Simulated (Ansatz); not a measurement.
Frontier orbitals of NSb (`[N]#[Sb]`).

The species carries charge 0 and has multiplicity 1. Correlated methods include outer-core shells of Sb, which these sets cover unevenly. Sb takes the def2 core potential. The structure was optimised at the PBE0-D4/def2-TZVP level. Basis def2-TZVPP, Ansatz.

A caution on the coupled-cluster cation, which keeps the state that its UHF reference found: it lies well above the hybrids' cation and may not be the lowest state; large T1 diagnostic of the cation; spin contamination of the cation.

```csv
functional,HOMO (eV),LUMO (eV),gap (eV)
PBE,-6.59,-3.46,3.13
r2SCAN,-6.93,-3.42,3.51
PBE0,-7.92,-2.70,5.22
B3LYP,-7.71,-2.91,4.80
r2SCANh,-7.43,-3.12,4.31
BHLYP,-8.76,-1.85,6.91
ωB97M-V,-10.03,-0.71,9.32
HF,-10.03,0.30,10.33
```

Task: What is the vertical ionisation energy at frozen-core CCSD(T)/def2-TZVPP? (An estimate is asked.)

Result: Computed: 10.22 eV (T1 of the cation 0.077).

From PBE to PBE0 the HOMO moves by −1.33 eV and the LUMO by +0.76 eV, and with ωB97M-V by −3.44 and +2.74 eV, so the gap grows from 3.13 to 9.32 eV with exact exchange. −ε(HOMO) differs from that ionisation energy by −3.64 eV with PBE and −0.19 eV with ωB97M-V.

B3LYP here is the variant with VWN-RPA as its local correlation; programs differ in this.
